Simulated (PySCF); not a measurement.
Input for PySCF: D3(BJ) and D4 dispersion corrections on CH3I (SMILES CI).

```python
from pyscf import gto
from pyscf.dispersion import dftd3, dftd4

mol = gto.M(
    atom='''
    C     0.99571342    1.37718669    3.44717716
    I     0.56930098   -0.64066480    4.07290657
    H     1.54974837    1.85361333    4.24743593
    H     1.58195222    1.31721112    2.53784236
    H     0.04619171    1.86872763    3.27194455
    ''',
    basis='def2-svp',
    charge=0, spin=0, verbose=0, max_memory=1800)
d3, d4 = {}, {}
for xc in ['hf', 'pbe', 'blyp', 'revpbe', 'tpss', 'r2scan', 'b3lyp', 'pbe0', 'bhlyp', 'camb3lyp', 'b2plyp']:
    d3[xc] = float(dftd3.DFTD3Dispersion(mol, xc=xc, version='d3bj', atm=False).get_dispersion()['energy'])
    print(f'D3(BJ) {xc:10s} {d3[xc]:14.8f} Eh')
for xc in ['hf', 'pbe', 'blyp', 'revpbe', 'tpss', 'r2scan', 'b3lyp', 'pbe0', 'bhlyp', 'camb3lyp', 'b2plyp']:
    d4[xc] = float(dftd4.DFTD4Dispersion(mol, xc={'camb3lyp': 'cam-b3lyp'}.get(xc, xc), atm=True).get_dispersion()['energy'])
    print(f'D4     {xc:10s} {d4[xc]:14.8f} Eh')
```

Output:

```
D3(BJ) hf            -0.02461007 Eh
D3(BJ) pbe           -0.00274025 Eh
D3(BJ) blyp          -0.00622600 Eh
D3(BJ) revpbe        -0.00709670 Eh
D3(BJ) tpss          -0.00350475 Eh
D3(BJ) r2scan        -0.00068590 Eh
D3(BJ) b3lyp         -0.00511508 Eh
D3(BJ) pbe0          -0.00238556 Eh
D3(BJ) bhlyp         -0.00420353 Eh
D3(BJ) camb3lyp      -0.00222344 Eh
D3(BJ) b2plyp        -0.00245639 Eh
D4     hf            -0.00901779 Eh
D4     pbe           -0.00236068 Eh
D4     blyp          -0.00536902 Eh
D4     revpbe        -0.00751619 Eh
D4     tpss          -0.00319903 Eh
D4     r2scan        -0.00050161 Eh
D4     b3lyp         -0.00390007 Eh
D4     pbe0          -0.00195553 Eh
D4     bhlyp         -0.00308540 Eh
D4     camb3lyp      -0.00198317 Eh
D4     b2plyp        -0.00161836 Eh
```

The run finished.

Cost: roughly 0.06 core-seconds.
